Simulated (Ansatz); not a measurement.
System: H$_{5}$S, net charge -1, singlet state. Whether it binds its extra electron was not tested at this geometry. 
Structure (B3LYP-D3(BJ)/def2-TZVP (Ansatz, a program for electronic structure) minimum search):
SMILES: [H][S@OH20-]([H])([H])([H])[H]
```xyz
6

S      0.0899     0.0003    -0.0004
H     -1.2274    -0.0039     0.0053
H     -0.0580     1.6402     0.0203
H     -0.0478    -1.6406    -0.0199
H     -0.0457    -0.0202     1.6406
H     -0.0601     0.0199    -1.6402
```
Charge -1, spin multiplicity 1.

Basis-set convergence of Hartree-Fock and CCSD correlation energies (hartree) with Ansatz. Cores are frozen in the correlated levels unless marked. No spin-orbit coupling. No relativistic terms.

```tsv
basis	functions	E(HF)	E(corr, CCSD)
aug-cc-pV(D+d)Z	77	-400.17721	-0.28865
aug-cc-pV(T+d)Z	170	…	…
```

Problem. Some entries are withheld; supply them.

Solution. 
- aug-cc-pV(T+d)Z, E(HF): -400.19486
- aug-cc-pV(T+d)Z, E(corr, CCSD): -0.33477
